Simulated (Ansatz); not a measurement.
Reaction (substitution at a C–S bond): `CSCN` + `[OH][Mg][O][SiH3]` → `C[O][Mg][O][SiH3]` + `NCS`

Program: Ansatz. Geometries: PBE0-D4/def2-TZVP. ΔE: electronic, gas phase. CCSD(T)/CBS is the MP2 limit (def2-TZVPP, def2-QZVPP) plus CCSD(T) − MP2 in def2-TZVPP, frozen cores. Functionals use def2-TZVPP. For Mg outer-core shells are correlated without core-valence functions, which leaves a few kJ/mol of doubt a bond. Each species was taken in one conformer, which may not be the lowest.

Problem. Is it downhill or uphill in electronic energy at CCSD(T)/CBS, and by how much? (Estimate.)

Solution. Ansatz gave: Uphill: ΔE = +67.4 kJ/mol.

Problem. What do these levels give: ωB97X-V, PBE-QIDH, r2SCAN, CAM-B3LYP, HF/def2-TZVPP, HF/CBS(def2)? (Best estimate.)

Solution. The calculation gave: ωB97X-V 63.9, PBE-QIDH 68.1, r2SCAN 68.7, CAM-B3LYP 58.4, HF/def2-TZVPP 48.8, HF/CBS(def2) 47.4 kJ/mol.

Largest T1 diagnostic among the species: 0.011.

In def2-TZVPP, CCSD(T) changes the Hartree–Fock value by +15.7 kJ/mol (the triples alone add +3.1 kJ/mol) and MP2 by +24.3 kJ/mol. At CCSD(T), def2-SVP lies −22.8 kJ/mol from the extrapolated value and def2-TZVPP −2.9 kJ/mol. Leaving LDA and LC-ωPBE aside and taking each functional with its dispersion term where it has one, the values, not all of them listed here, spread over 10.4 kJ/mol, from BHLYP-D4 to revPBE-D4.
